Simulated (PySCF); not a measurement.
## BrPtN, singlet: structure and spectrum

Computed with PySCF, PBE0, basis Pt def2-TZVP with ECP60, N def2-TZVP, Br def2-TZVP (scalar-relativistic core potentials, no spin–orbit coupling, density fitting).

The structure is a minimum.

```xyz
3
charge 0 multiplicity 1, angstrom
Pt    0.0000    0.0000   -0.5572
N     0.0000    0.0000   -2.2282
Br    0.0000    0.0000    1.7722
```

| Property | Result |
| --- | --- |
| Point group | C∞v |
| Bond lengths | Pt–Br 2.329 Å, Pt–N 1.671 Å |
| Bond angles | Br–Pt–N 180.0° |
| Principal polarisabilities | 42.5, 42.5, 102.5 bohr³ |
| Rotational symmetry number | 1 |
| Atomisation energy without zero-point energy | 621 kJ/mol |
| Principal quadrupole moments (Buckingham, traceless) about the centre of mass | -1.00, 0.50, 0.50 D Å |
| Zero-point energy | 8.7 kJ/mol |
| Heat capacity Cp at 298.15 K | 54.1 J/(mol K) |
| Lowest empty level | -4.62 eV |
| Dipole moment | 0.19 D |
| Highest occupied level | -7.93 eV |
| Entropy at 298.15 K and 1 bar | 308.3 J/(mol K) |
| Rotational constants | 0.04461 cm⁻¹ |
| Enthalpy at 298.15 K above 0 K | 14.40 kJ/mol |

Harmonic modes (masses in u: Pt 194.965, N 14.003, Br 78.918):
```
symmetry  ω (cm⁻¹)  IR (km/mol, summed over degenerate members)
       π        41                                          0.3
      σ+       280                                         22.6
      σ+      1085                                         21.1
```

In C∞v the vibrations span π + 2σ+.

Charges (e):
```tsv
atom	Mulliken	Löwdin	polar tensor	Mayer order to Pt1
Pt1	0.45	0.16	0.57	–
N2	-0.19	-0.21	-0.19	2.55
Br3	-0.26	0.06	-0.38	0.98
```
Other Mayer orders above 0.3: N–Br 0.37.

Mulliken populations on Pt1 (electrons outside its core potential): s 3.21, p 6.27, d 8.04, f 0.03.

Formally Pt is in oxidation state +4, d6, with 0 unpaired electrons (the high-spin count would be 4). The polar-tensor charge on Pt, 0.57, is far below the formal one.

Other isomers or separated fragments may lie lower. No spin–orbit coupling is included, which matters more the heavier the element.

The final relaxation and frequency run took of the order of 100 core-seconds on a shared host.
